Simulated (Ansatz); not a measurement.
Cartesian coordinates in Å:
```
F -1.839 -0.485 0.886
C -0.971 -0.585 -0.139
F -0.781 0.808 -0.563
O 0.204 -1.025 0.192
Ga 1.304 0.510 0.174
H -1.477 -1.067 -0.980
H 2.196 0.572 -1.097
H 1.364 1.271 1.527
```

The species carries charge 0 and has multiplicity 1.

(1) List the ωB97M-V/def2-TZVPP orbital energies in eV (the Gaussian-basis code of Ansatz). (Estimate.)

Answers

(1) Ansatz gave: Occupied: -10154.16, -1257.63, -1111.82, -1111.72, -1111.69, -678.42, -678.09, -526.36, -287.27, -155.03, -107.54, -107.31, -107.21, -38.13, -36.52, -32.12, -26.61, -26.56, -26.44, -26.36, -26.35, -21.95, -18.84, -18.54, -17.52, -16.65, -15.25, -14.44, -14.27, -13.55, -12.39, -12.09, -10.89. Lowest empty: 0.56, 2.19, 2.77, 3.57, 4.43, 4.82, 5.52, 5.79.
